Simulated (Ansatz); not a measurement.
Basis sets compared for `C[Si](C)(Cl)CCCCCCCCCCCOc1ccccc1`. The state is a singlet with charge 0. Geometry PBE-D4/def2-SVP. Ansatz on 2 threads of AMD EPYC 7R13 on a shared host and a share (18 GiB) of an NVIDIA H100 80GB HBM3; times are rough, and most runs start from earlier orbitals.

```xyz
55

C     6.0329   -1.7807    4.5465
Si    4.9860   -0.7523    3.3687
C     5.9683    0.6811    2.6439
Cl    4.4254   -2.0028    1.7602
C     3.3877   -0.1742    4.1936
C     2.4101    0.5698    3.2726
C     1.0939    0.9542    3.9580
C     0.1192    1.7410    3.0687
C    -0.3172    1.0403    1.7722
C    -1.0204   -0.3057    1.9825
C    -1.4649   -1.0025    0.6890
C    -2.5585   -0.2649   -0.0948
C    -3.1061   -1.0348   -1.3030
C    -2.0817   -1.2779   -2.4169
C    -2.6859   -1.9408   -3.6553
O    -3.7524   -1.1871   -4.2310
C    -3.4731   -0.0951   -4.9990
C    -4.5932    0.6524   -5.4250
C    -4.4222    1.7789   -6.2348
C    -3.1360    2.1834   -6.6358
C    -2.0259    1.4412   -6.2113
C    -2.1803    0.3078   -5.3951
H     5.4611   -2.6506    4.9277
H     6.3526   -1.1690    5.4159
H     6.9423   -2.1621    4.0401
H     6.2829    1.3797    3.4472
H     6.8784    0.3156    2.1275
H     5.3628    1.2484    1.9092
H     3.6694    0.4632    5.0638
H     2.8941   -1.0726    4.6281
H     2.2021   -0.0677    2.3861
H     2.8934    1.4898    2.8715
H     0.6033    0.0301    4.3379
H     1.3200    1.5588    4.8643
H     0.5822    2.7182    2.8059
H    -0.7861    1.9887    3.6662
H     0.5634    0.8874    1.1084
H    -0.9885    1.7288    1.2154
H    -0.3432   -0.9918    2.5359
H    -1.9049   -0.1574    2.6443
H    -1.8353   -2.0223    0.9379
H    -0.5722   -1.1573    0.0422
H    -3.4000   -0.0370    0.5969
H    -2.1790    0.7224   -0.4410
H    -3.9657   -0.4797   -1.7344
H    -3.5167   -2.0142   -0.9647
H    -1.6080   -0.3129   -2.7022
H    -1.2560   -1.9311   -2.0600
H    -3.1507   -2.9093   -3.3770
H    -1.9052   -2.1594   -4.4185
H    -5.5907    0.3185   -5.1040
H    -5.3064    2.3482   -6.5610
H    -3.0031    3.0710   -7.2715
H    -1.0118    1.7451   -6.5142
H    -1.2900   -0.2512   -5.0774
```

Single mean-field runs in def2-SVP, def2-TZVP are fitted with def2-universal-jkfit.

Binding counts from free atoms (C triplet, Si triplet, Cl doublet, O triplet, H doublet) in the same basis, without a counterpoise term.

```csv
level,functions,energy (Eh),HOMO (eV),LUMO (eV),binding per atom (eV),wall time
PBE-D4/def2-SVP,481,-1566.6896,-5.16,-0.95,4.51,6 s
PBE0-D4/def2-SVP,481,-1566.8868,-6.25,-0.09,4.46,8.5 s
```

Task: Estimate the rows for PBE-D4/def2-TZVP, PBE0-D4/def2-TZVP (with forces).

Result: 
| level | functions | energy (Eh) | HOMO (eV) | LUMO (eV) | binding per atom (eV) | wall time |
| --- | --- | --- | --- | --- | --- | --- |
| PBE-D4/def2-TZVP | 892 | -1567.8271 | -5.24 | -1.09 | 4.47 | 9.5 s |
| PBE0-D4/def2-TZVP (with forces) | 892 | -1568.0051 | -6.28 | -0.20 | 4.40 | 9.5 s |
